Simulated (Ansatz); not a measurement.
Ansatz (a program for electronic structure) input (PBE0/def2-TZVP):

Ansatz 0.2 input:
```yaml
crystal:
  periodic: [false, false, false]
  atoms:
    - {symbol: Ta, position_ang: [-0.00000000, -0.00000000, -0.16725400]}
    - {symbol: O, position_ang: [0.00000000, 0.00000000, 1.52619274]}
basis:
  gaussian:
    orbitals: def2-TZVP
hamiltonian:
  xc: {name: PBE0}
magnetization: {spin_polarized: true, initial_magnetization: 1}
relax: {f_tol: 0.003, max_steps: 100}
```

End of the output:

```
integrals: 0.01 GiB planned
559 factors; their error is unknown
mean field: 0.20 GiB planned
mean field evaluation 1: about -3585.9697 eV, gradient 5.0e1 eV
mean field evaluation 2: about -3429.0126 eV, gradient 1.7e2 eV
mean field evaluation 4: about -3595.2710 eV, gradient 3.9e0 eV
mean field evaluation 8: about -3595.3393 eV, gradient 5.6e-2 eV
mean field evaluation 16: about -3595.3449 eV, gradient 4.5e-5 eV
mean field evaluation 32: about -3594.9679 eV, gradient 6.4e0 eV
mean field -3595.36535763 eV, -132.1272398668 hartree, gradient 2.3e-5 eV, S^2 1.015778; 8 other end points of the search recorded, 0 dependent functions left out
the calculation of the forces begins
reference -3595.36538443 eV, -132.1272408515 hartree; 11, 10 occupied and 60, 61 virtual orbitals, 559 factors
relax step   1: F+E_penalty+E_count = -3595.36535763 eV  Δ(F+E_penalty+E_count) = +0.000e0 eV  max|allowed force component| = 5.894e-1 eV/Å  Δτ_max = 0.0000 Å  (156 SCF iters, accepted)
these checks for a lower state are left out or cut short: starts, cluster_reference, orbital_swaps, neighbouring_geometries, increment
integrals: 0.01 GiB planned
559 factors; their error is unknown
mean field: 0.20 GiB planned
mean field -3595.36830554 eV, -132.1273482003 hartree, gradient 1.0e-5 eV, S^2 1.008707; 0 other end points of the search recorded, 0 dependent functions left out
the calculation of the forces begins
reference -3595.36833231 eV, -132.1273491842 hartree; 11, 10 occupied and 60, 61 virtual orbitals, 559 factors
relax step   2: F+E_penalty+E_count = -3595.36830554 eV  Δ(F+E_penalty+E_count) = -2.948e-3 eV  max|allowed force component| = 3.945e-2 eV/Å  Δτ_max = 0.0047 Å  (51 SCF iters, accepted)
these checks for a lower state are left out or cut short: starts, cluster_reference, orbital_swaps, neighbouring_geometries, increment
integrals: 0.01 GiB planned
559 factors; their error is unknown
mean field: 0.20 GiB planned
mean field evaluation 64: about -3595.3626 eV, gradient 2.0e-4 eV
mean field -3595.36831838 eV, -132.1273486725 hartree, gradient 1.8e-5 eV, S^2 1.008207; 0 other end points of the search recorded, 0 dependent functions left out
the calculation of the forces begins
reference -3595.36834516 eV, -132.1273496563 hartree; 11, 10 occupied and 60, 61 virtual orbitals, 559 factors
relax step   3: F+E_penalty+E_count = -3595.36831838 eV  Δ(F+E_penalty+E_count) = -1.285e-5 eV  max|allowed force component| = 3.852e-4 eV/Å  Δτ_max = 0.0003 Å  (52 SCF iters, accepted)
integrals: 0.01 GiB planned
559 factors; their error is unknown
mean field: 0.20 GiB planned
mean field evaluation 96: about -3586.0674 eV, gradient 5.0e1 eV
mean field -3595.36831838 eV, -132.1273486725 hartree, gradient 1.9e-5 eV, S^2 1.008207; 8 other end points of the search recorded, 0 dependent functions left out
the calculation of the forces begins
reference -3595.36834516 eV, -132.1273496563 hartree; 11, 10 occupied and 60, 61 virtual orbitals, 559 factors
Total energy: -3595.36834516 eV, -132.1273496563 hartree
Atom 0 at    -0.000000    -0.000000    -0.162270 Å, force     0.000000     0.000000    -0.000385 eV/Å
Atom 1 at     0.000000     0.000000     1.521209 Å, force    -0.000000    -0.000000     0.000385 eV/Å
Dipole moment:    -0.000000    -0.000000    -0.626441 e Å
```

The spin state was set by rule; other spins were not relaxed.

The determinant is spin-contaminated: <S^2> is 1.01 against 0.75 for a pure state.
